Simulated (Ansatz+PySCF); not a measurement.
**singlet B3N3H6: levels of theory in one basis**

```tsv
atom	x (Å)	y (Å)	z (Å)
B	1.3301	0.0000	0.0000
N	0.6476	1.1216	0.0000
B	-0.6650	1.1519	0.0000
N	-1.2951	0.0000	0.0000
B	-0.6650	-1.1519	0.0000
N	0.6476	-1.1216	0.0000
H	2.4432	0.0000	0.0000
H	1.1128	1.9274	0.0000
H	-1.2216	2.1158	0.0000
H	-2.2256	0.0000	0.0000
H	-1.2216	-2.1158	0.0000
H	1.1128	-1.9274	0.0000
```

Basis set: def2-SVP (spherical functions). Left uncorrelated: 6 orbitals. Charge 0, multiplicity 1.

Computed with Ansatz (development build ahead of 0.2.0); each method stands on the lowest determinant of its kind that the runs found. NEVPT2 correlates all electrons. Active spaces start from the frontier orbitals, and the lowest solution found is given.

```csv
method,E − E(RHF) (eV),<S²> of the determinant
RHF,0.00,0.00
RHF-MP2,-19.77,–
"SC-NEVPT2(6,6)",-19.87,–
```

(1) What does CASSCF(6,6) give on the same scale?

(2) Is a single determinant a sound starting point here?

Answers

(1) -1.31 eV.

(2) By this sign, yes. Unrestricted orbitals gain 0.00 eV and <S²> is 0.00 against 0.00 for a pure state. The CASSCF(6,6) natural occupations are 1.99, 1.99, 1.98, 0.02, 0.01, 0.01.
